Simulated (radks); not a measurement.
Q: Species: Cd I. Configuration: [Kr] 4d10 5s2. All-electron calculation, Dirac Kohn-Sham, PBE, spin-unpolarised, spherical densities, finite nucleus; Fermi nuclear charge, rms radius 4.6087 fm. Program: a radial shooting solver on a logarithmic mesh with Libxc functionals. Some entries of the table are withheld. Estimate them.

orbital  occ.  eigenvalue (hartree)  <r^2> (bohr^2)
1s1/2       2             -974.1556        0.001250
2s1/2       2             -144.5868         0.02037
2p1/2       2             -134.6040         0.01520
2p3/2       4             -127.5312         0.01652
3s1/2       2                   (1)          0.1468
3p1/2       2                   (2)          0.1420
3p3/2       4                   (3)          0.1508
3d3/2       4             -14.60571          0.1318
3d5/2       6             -14.34904          0.1344
4s1/2       2              -3.88972          0.8761
4p1/2       2              -2.60747           1.011
4p3/2       4              -2.39348           1.080
4d3/2       4                   (4)           1.993
4d5/2       6                   (5)           2.063
5s1/2       2              -0.20799           9.762

A: 
(1) 3s1/2 eigenvalue (hartree): -26.94951
(2) 3p1/2 eigenvalue (hartree): -22.94858
(3) 3p3/2 eigenvalue (hartree): -21.68546
(4) 4d3/2 eigenvalue (hartree): -0.44661
(5) 4d5/2 eigenvalue (hartree): -0.42101
